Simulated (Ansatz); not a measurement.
Wavefunction ladder for C6H9In, SMILES `C=[CH][In]([CH]=C)[CH]=C`

Cartesian coordinates in Å:
```
C -1.919 2.267 0.732
C -0.844 1.596 1.145
In -0.001 -0.002 0.001
C 1.732 -1.030 0.716
C 2.316 -0.706 1.869
C -0.891 -0.571 -1.858
C -0.395 -1.557 -2.604
H -2.424 2.039 -0.204
H -2.355 3.082 1.308
H -0.406 1.897 2.096
H 2.176 -1.845 0.147
H 1.946 0.094 2.506
H 3.199 -1.224 2.242
H -1.776 -0.060 -2.235
H -0.842 -1.854 -3.552
H 0.485 -2.125 -2.310
```

The species carries charge 0 and has multiplicity 1. Correlated methods include outer-core shells of In, which these sets cover unevenly. In: def2 effective core potential. Geometry: relaxed with PBE0-D4/def2-TZVP. It is one conformer, not always the lowest. Frozen core, restricted reference, Ansatz 0.2.0.

| basis | HF (Eh) | MP2 corr. |
| --- | --- | --- |
| def2-SVP | -421.37505 | -0.88144 |
| def2-TZVPP | -421.64386 | -1.25742 |
| def2-QZVPP | -421.65538 | -1.50574 |

**Question.** Estimate the CCSD correlation energy and the (T) correction in each basis where they were run (hartree).

**Answer.** 
```
     basis  CCSD corr.       (T)
  def2-SVP    -0.95557  -0.03744
def2-TZVPP    -1.30304  -0.05883
```
